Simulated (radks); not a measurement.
The numbers below are computed, except where a source is named.
Spherical jellium clusters: N electrons in a uniform positive sphere of charge N and radius rs N^(1/3), rs = 5.22 bohr. Level of theory: non-relativistic Kohn-Sham, PBE, spin-polarised, spherical densities (a radial shooting solver with Libxc functionals). Levels are named by radial order and angular momentum (1s, 1p, 1d, 2s, ...), and open shells are averaged over m.

N = 4, configuration 1s2 1p(up 2, down 0). This is the lowest configuration that the search found. Occupied levels:

level    occupation  eigenvalue (eV)  <r> (bohr)
1s up             1          -3.2993       5.986
1s down           1          -2.9017       5.362
1p up             2          -2.3161       7.133

Energy (eV): total -6.44020, kinetic 4.8385, external -61.825, Hartree 30.512, exchange-correlation -11.492, background 31.526.

Electron density:

r (bohr)  n(r) (e/bohr^3)
0.273            0.002211
1.30             0.002233
2.33             0.002261
3.36             0.002241
4.38             0.002103
5.41             0.001795
6.44             0.001346
7.47            0.0008594
8.49            0.0004557
9.52            0.0002098
10.6           0.00009031
11.6           0.00003772
12.6           0.00001560
13.6            6.285e-06
